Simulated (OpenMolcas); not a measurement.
**Cl⁺: CASPT2 settings compared**

```json
{
 "Program": "OpenMolcas 26.06",
 "Basis": "ANO-R2 [5s4p3d1f]",
 "Scalar Hamiltonian": "X2C, finite nucleus",
 "Active space": "4 electrons in 3 orbitals (3p)",
 "State averaging": "2S+1 = 3 even, 3 roots; 2S+1 = 1 even, 6 roots",
 "Spin-orbit coupling": "RASSI with atomic mean-field integrals over the reference wave functions, term energies averaged over their components"
}
```

Methods on the same reference wave functions:
A. CASSCF
B. SS-CASPT2, IPEA 0.15 Eh, imaginary shift 0.2 Eh (closed shells correlated: 2s 2p 3s)
C. SS-CASPT2, IPEA 0.35 Eh, imaginary shift 0.2 Eh (closed shells correlated: 3s)
D. SS-CASPT2, IPEA 0.75 Eh, imaginary shift 0.1 Eh (closed shells correlated: 2s 2p 3s)

Energies in cm⁻¹ above 3s² 3p⁴ ³P₂, the measured ground level; measured values from NIST Handbook of Basic Atomic Spectroscopic Data.

```
      Level      A      B      C      D  Measured
3s² 3p⁴ ³P₂    0.0    0.0    0.0    0.0       0.0
3s² 3p⁴ ³P₁    647    649    650    650       696
3s² 3p⁴ ³P₀    940    938    938    939       996
3s² 3p⁴ ¹D₂  14397  12250  12050  11720     11654
3s² 3p⁴ ¹S₀  35367  29650  29770  29780     27878
```

Deviations, from unrounded energies. A percentage is the sum of absolute deviations over the sum of measured energies, with the sign that they share, or ± where signs differ.

```csv
Against measurement,Levels,A,B,C,D
mean absolute deviation (cm-1),4,2600,620,600,520
fine structure of the ground term (%),2,-6.2,-6.2,-6.2,-6.1
other terms of the ground configuration (%),2,+25.9,+6.0,+5.8,+5.0
```

D lies closest to measurement on these levels and A furthest from it. The largest miss of D in the table is 3s² 3p⁴ ¹S₀, by +1900 cm-1. The ranking rests on the paired levels alone, and a cruder setting can come out closer through cancelling errors.

Among B to D the level of the table that moves most is 3s² 3p⁴ ¹D₂, by 530 cm-1 (lowest in D, highest in B). Moves below CASPT2's spread within the term are not significant.

The mean deviations of B to D differ by less than CASPT2's widest spread within a term (330 cm-1), so their order carries little weight.

From A to B the spin-free energies of the other terms of 3s² 3p⁴ shown, above ³P, scale by factors of 0.84 to 0.85.

The lowest spin-free term lies below A's lowest term by 0.333 hartree in B, 0.130 hartree in C, 0.317 hartree in D.

CASPT2 breaks the degeneracy within a term, and the mean is taken; among the terms shown or strongly mixed into the levels shown the widest spread is 330 cm-1 (3s² 3p⁴ ¹D, D). With the s shell closed, the reference lacks s² → p² mixing. Without dynamic correlation excited terms often stand tens of per cent too high (terms of higher spin than the ground term too low), and those without a measured partner can miss by more than the paired ones (holds for A). Measured partners are found by configuration, term and J. A level has none where our copy of the source lacks it or the pairing is in doubt (some pairs that miss far off the trend of their configuration count as doubtful), and it then counts in no deviation. Levels of configurations outside the active space are missing.
